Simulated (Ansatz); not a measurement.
Two isomers of CH7B2ClSi: A = `BC([SiH3])BCl`, B = `CB([SiH3])BCl`.

Computed with Ansatz on PBE0-D4/def2-TZVP structures; ΔE is electronic, products minus reactants. CCSD(T)/CBS adds triple-zeta CCSD(T) − MP2 to the extrapolated MP2 energy (def2 sets, frozen cores). DFT in def2-TZVPP. B3LYP here is the variant with VWN-RPA as its local correlation; programs differ in this. Each species was taken in one conformer, which may not be the lowest.

(1) Which is lower in electronic energy at CCSD(T)/CBS, and by how much? (Estimate.)

(2) Give E(B) − E(A) in kcal/mol with CCSD(T)/def2-TZVPP, ωB97M-V, B3LYP-D4, MP2/def2-TZVPP, CCSD/def2-TZVPP, B2PLYP, r2SCAN-D4. (An estimate is asked.)

Largest T1 diagnostic: 0.013.

Results:

(1) The calculation gave: A, by 17.1 kcal/mol.

(2) Computed: CCSD(T)/def2-TZVPP 17.0, ωB97M-V 17.9, B3LYP-D4 14.2, MP2/def2-TZVPP 20.4, CCSD/def2-TZVPP 16.4, B2PLYP 15.9, r2SCAN-D4 15.2. None reverses the order clearly.

The D4 term adds +0.9 kcal/mol with B3LYP and +0.4 kcal/mol with PBE0; it sums over pairs of atoms, weighted by their polarisabilities, and B3LYP, whose exchange is more repulsive, gets the larger term. From PBE to PBE0 (25 % exact exchange), in def2-TZVPP and without D4, E(B) − E(A) moves by +1.6 kcal/mol.
